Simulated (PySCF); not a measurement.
CH4Cl4Si2, singlet, at the geometry of the source list.

Input for PySCF:
```python
from pyscf import gto, scf, mcscf
import numpy

mol = gto.M(
    atom='''
Si    1.50570000   -0.15060000    0.72030000
Cl    2.66980000    0.95260000   -0.48620000
C    -0.01590000   -0.73810000   -0.28330000
Si   -1.45800000    0.49130000   -0.43470000
Cl   -2.89270000   -0.27620000   -1.63870000
Cl   -2.25110000    0.80450000    1.40200000
Cl   -0.83520000    2.25470000   -1.19040000
H     1.09670000    0.66070000    1.86250000
H     2.25490000   -1.32830000    1.15940000
H    -0.39160000   -1.65370000    0.17320000
H     0.31740000   -1.01680000   -1.28400000
''',
    basis='sto-3g',
    verbose=3,
)

mf = scf.RHF(mol)
mf.kernel()
mc = mcscf.CASSCF(mf, 6, 4)
mc.fix_spin_(ss=0.0)
mc.kernel()
occ = numpy.linalg.eigvalsh(mc.fcisolver.make_rdm1(mc.ci, mc.ncas, mc.nelecas))[::-1]
ss = mc.fcisolver.spin_square(mc.ci, mc.ncas, mc.nelecas)[0]
print('natural occupations', occ.round(4), ' <S^2>', round(ss, 4))
```

### Question
Predict the SCF-reference Mulliken (on the basis functions themselves) charges in atom order from CASSCF(4,6)/STO-3G (PySCF).

### Answer
Si1 0.83, Cl2 -0.38, C3 -0.45, Si4 1.06, Cl5 -0.33, Cl6 -0.33, Cl7 -0.32, H8 -0.12, H9 -0.12, H10 0.08, H11 0.08

### Question
Estimate the number of basis functions that CASSCF(4,6)/STO-3G returns for this input.

### Answer
63

### Question
Give the natural occupations of the active orbitals at the level CASSCF(4,6)/STO-3G.

### Answer
1.98, 1.97, 0.02, 0.02, 0.00, 0.00

### Question
Give the SCF-reference HOMO-LUMO gap at the level CASSCF(4,6)/STO-3G.

### Answer
17.04 eV

### Question
Give the total energy at the level CASSCF(4,6)/STO-3G.

### Answer
-2429.548883 Ha

### Question
What SCF-reference dipole moment does CASSCF(4,6)/STO-3G give?

### Answer
3.81 D
